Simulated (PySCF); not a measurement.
Spectrum to structure. Method: TDDFT PBE0/def2-SVPD, vertical, gas phase, core orbitals frozen in the response in PySCF. Geometries: GFN2-xTB, one conformer each.

```csv
state,E (eV),f,"main configurations (H = HOMO, L = LUMO)"
S1,3.38,0.0042,H→L (99%)
S2,3.86,0.0000,H→L+1 (98%)
S3,4.15,0.0000,H-1→L (98%)
S4,4.61,0.0050,H-1→L+1 (99%)
S5,5.89,0.0002,"H-3→L (57%), H-2→L+1 (41%)"
S6,6.34,0.0002,"H→L+2 (63%), H-2→L (29%)"
```

Triplets computed (Tamm–Dancoff): 2.47, 3.36 eV.

Orbital energies (eV): HOMO-3 -9.01, HOMO-2 -8.77, HOMO-1 -7.60, HOMO -6.75, LUMO -1.66, LUMO+1 -1.25, LUMO+2 0.48.

**Question.** Which candidate is it? All have the formula C6H9N3.
A. `Cc1n[nH]nc1C1CC1`
B. `C=CN1C=C(CC)N=N1`
C. `CCC1=NN=C(C)C=N1`
D. `CCc1cc(C)nnn1`

**Answer.** D. Its S1 lies at 3.38 eV; the nearest of the others has S1 at 2.97 eV. S1 is HOMO→LUMO (99%). Löwdin shares by element: HOMO nitrogen 86%, carbon 5% or more; LUMO nitrogen 51%, carbon 22% or more (atoms not listed hold the other 28%). At the same level the other candidates give, for their lowest levels:
- `CCc1ncc(C)nn1`: 2.97 eV (f 0.004); 3.89 eV (f 0.000); 5.34 eV (f 0.029); 5.42 eV (f 0.042); 5.72 eV (f 0.000); T1 2.28 eV; HOMO -6.61, LUMO -1.87 eV
- `Cc1n[nH]nc1C1CC1`: 6.05 eV (f 0.134); 6.39 eV (f 0.000); 6.70 eV (f 0.000); 7.02 eV (f 0.011); 7.08 eV (f 0.001); T1 4.51 eV; HOMO -6.89, LUMO 0.00 eV
- `C=Cn1cc(CC)nn1`: 4.95 eV (f 0.003); 5.40 eV (f 0.300); 5.76 eV (f 0.149); 6.75 eV (f 0.000); 6.83 eV (f 0.042); T1 3.68 eV; HOMO -7.23, LUMO -1.22 eV

Shape of the structure used: `[CH3:1][CH2:2][c:3]1[cH:4][c:5]([CH3:6])[n:7][n:8][n:9]1`: C1–C2–C3–C4 -85°.
